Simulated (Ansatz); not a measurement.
Isolated molecules relaxed with PBE0-D4/def2-TZVP in Ansatz; ΔE leaves out vibrations. CCSD(T)/CBS is the MP2 limit (def2-TZVPP, def2-QZVPP) plus CCSD(T) − MP2 in def2-TZVPP, frozen cores. Functionals use def2-TZVPP. For Ge outer-core shells are correlated without core-valence functions, which leaves a few kJ/mol of doubt a bond. Scalar relativity is left out up to krypton.

Reaction (ligand exchange at a Ge–C bond): `[GeH3][CH]1O[SiH2]O1` + `[OH][GeH3]` → `[GeH3][O][GeH3]` + `C1O[SiH2]O1`

CCSD(T)/CBS gives -59.9 kJ/mol.

Q: Another level gave -51.3 kJ/mol. Which?
A. PBE0/def2-TZVPP
B. HF/def2-TZVPP
C. PBE/def2-TZVPP
D. ωB97X-V/def2-TZVPP

A: C. PBE -51.3, ωB97X-V -63.4, PBE0 -57.7, HF/def2-TZVPP -87.8 kJ/mol.

Largest T1 diagnostic among the species: 0.013.

The D4 term adds +3.3 kJ/mol with B3LYP and +1.8 kJ/mol with PBE0; it sums over pairs of atoms, weighted by their polarisabilities, and B3LYP, whose exchange is more repulsive, gets the larger term. From PBE to PBE0 (25 % exact exchange), in def2-TZVPP and without D4, ΔE moves by −6.4 kJ/mol. In def2-TZVPP, CCSD(T) changes the Hartree–Fock value by +24.6 kJ/mol (the triples alone add +2.6 kJ/mol) and MP2 by +23.0 kJ/mol.

B3LYP here is the variant with VWN-RPA as its local correlation; programs differ in this.
